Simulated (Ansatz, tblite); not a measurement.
Removing and adding an electron: TiH2Cl2. Total charge 0; singlet. Geometry: r2SCAN-D4/def2-TZVP. Ansatz, gas phase; energy differences of separate SCF runs; the oxidised species was run as a doublet alone; the reduced species was run as a doublet alone.

Cartesian coordinates in Å:
```
Ti 0.016 0.060 0.003
H -1.021 1.359 -0.285
H 1.560 0.614 0.399
Cl 0.191 -1.041 -1.856
Cl -0.747 -0.991 1.739
```

The xTB rows come from tblite. Correlated methods freeze 15 core orbitals; core or outer-core shells of Ti are correlated, in sets that lack core-valence functions. In CCSD on the charge 1 doublet the largest single amplitude is 0.25, so its Hartree–Fock determinant may place the open shell otherwise than the density functionals do. HOMO above LUMO, or a gap near zero within one spin, warns that the state may not be the lowest or that an electron is smeared out.

```
             level  −HOMO (eV)  vertical IE (eV)  −LUMO (eV)  vertical EA (eV)  HOMO–LUMO gap (eV)  IE − EA (eV)                                                                                                              remarks
          GFN1-xTB       12.41             15.16       10.57              7.58                1.84          7.58                                                                                                                    –
          GFN2-xTB       11.81             14.43        9.67              6.61                2.14          7.83                                                                                                                    –
  PBE-D4/def2-TZVP        7.72             10.91        4.57                 –                3.15             –                                                                           gap within one spin near zero (+1 doublet)
PBE0-D4/def2-TZVPD        9.33                 –        3.44              2.02                5.89             –                                                                                                                    –
CCSD(T)/def2-TZVPP           –             11.67           –                 –                   –             –  large T1 (0.057) (+1 doublet), spin-contaminated (⟨S²⟩ 1.30) (+1 doublet), test for broken spin undecided (singlet)
```

**Question.** Estimate the rows for PBE-D4/def2-TZVPD, r2SCAN-D4/def2-TZVP, r2SCAN-D4/def2-TZVPD, PBE0-D4/def2-TZVP, CCSD/def2-TZVPP.

**Answer.** 
```
               level  −HOMO (eV)  vertical IE (eV)  −LUMO (eV)  vertical EA (eV)  HOMO–LUMO gap (eV)  IE − EA (eV)                                                                                                              remarks
   PBE-D4/def2-TZVPD        7.75                 –        4.61              1.60                3.14             –                                                                                         HOMO above zero (-1 doublet)
 r2SCAN-D4/def2-TZVP        8.17             11.20        4.47                 –                3.70             –                                                                                                                    –
r2SCAN-D4/def2-TZVPD        8.18                 –        4.48              1.74                3.70             –                                                                                         HOMO above zero (-1 doublet)
   PBE0-D4/def2-TZVP        9.32             11.39        3.41                 –                5.90             –                                                                                                                    –
     CCSD/def2-TZVPP           –             11.84           –                 –                   –             –  large T1 (0.057) (+1 doublet), spin-contaminated (⟨S²⟩ 1.30) (+1 doublet), test for broken spin undecided (singlet)
```

Run but left out: HF/def2-TZVPP, MP2/def2-TZVPP (charge +1 doublet: ⟨S²⟩ 1.30, where a pure state has 0.75).   A HOMO above zero means that the electron is unbound at that level or that self-interaction error raises the level; the energy of removing that electron tells which. Raw xTB energy differences between charge states are shifted by several eV; the methods need an empirical correction for them.
